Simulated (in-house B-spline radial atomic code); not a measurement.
Eu⁺. Computed with a B-spline radial atomic code. Model: non-relativistic spherical atom: semilocal Troullier-Martins pseudo-atom, one channel per l, against all electrons, high spin, G0W0 and RPA with empty states to l = 8, local potential for every l without a channel, a model core (radius 0 = none) keeps its share of the functional.

Without relativity these are model numbers for so heavy an element.

What the tables leave out is listed at the end.

The pseudopotential gives back the lowest level of each angular momentum of its own functional in the configuration it was made in; a second state of the same l is only approximately right. Exact exchange, RPA and GW see the smooth pseudo-orbitals and miss the exchange with the core, for which the functional's share stands in. The column with an uncorrelated core keeps all orbitals and exact exchange, and so separates missing core correlation from pseudisation. Only the three outermost levels and the lowest empty one were computed. RPA here is direct RPA, with no exchange kernel, and its energies carry an (l + 1/2)⁻⁴ tail. A hybrid on a potential with a model core restores only its own semilocal share of the core's exchange.

Command:
```bash
python run_psgw.py task.json out
```
Settings (lengths in bohr, energies in hartree):
```
Z                      63
electrons              62
configuration          [Xe] 4f7 6s1
generated_in           [Xe] 4f7 6s2
functional             pbe,pbe
core_shells            10
radius_factor          1.3
core_correction        True
ion_configuration      [Xe] 4f7
```

Time taken, with all properties: 100 s on 1 thread of Arm Neoverse N1, with other jobs on the host.

Given: made with PBE; model core radius 0.96 bohr; local radius 2.097 bohr; mean-field start PBE0.

Valence shells of the generating configuration: 5p, 4f, 6s.

Channel: s 3.4, p 1.867, d 2.716, f 2.576 (radii in bohr).

Computed: largest level miss in the spin-unpolarised generating configuration 0.001 eV; valence RPA correlation energy pseudo -1.1825 hartree; all-electron RPA polarisability, core included 56.603 bohr³; pseudo-atom RPA polarisability 52.503 bohr³; ionisation by mean-field pseudo minus all 0.236 eV; ionisation by RPA all-electron 11.004 eV; ionisation by RPA pseudo minus all 0.52 eV.

```json
{"level": "6s up", "occupied": "1", "mean-field all-electron (eV)": "-8.8799", "mean-field pseudo minus all (eV)": "-0.176", "G0W0 all-electron (eV)": "-11.053", "G0W0 uncorrelated core minus all (eV)": "0.025", "G0W0 pseudo minus all (eV)": "-0.405", "exchange self-energy all-electron (eV)": "-7.7185", "exchange self-energy pseudo (eV)": "-7.9012"}
```

(1) What is the ionisation by mean-field all-electron?

(2) What is the valence RPA correlation energy all-electron orbitals?

Results:

(1) 10.65 eV.

(2) -0.7384 hartree.

Among the listed levels the largest G0W0 shift of the pseudo-atom is -0.41 eV, for 6s up on the PBE0 start, while leaving the core uncorrelated moves that level by +0.03 eV. So pseudisation and the lost core exchange, not the missing core correlation, make the error. Not in the tables (levels of low weight, unsolved or above zero; the highest and the empty levels are kept at any weight): the PBE start was refused, since an empty level lay at or below an occupied one; on PBE0 the G0W0 levels 4f up (pseudo minus all +4.41 eV, weights 0.71 and 0.71), 5p down (pseudo minus all +1.77 eV, weights 0.71 and 0.77), 5d up (pseudo minus all +0.58 eV, weights 0.61 and 0.44); no Hartree-Fock pseudo-atom is run with a model core.
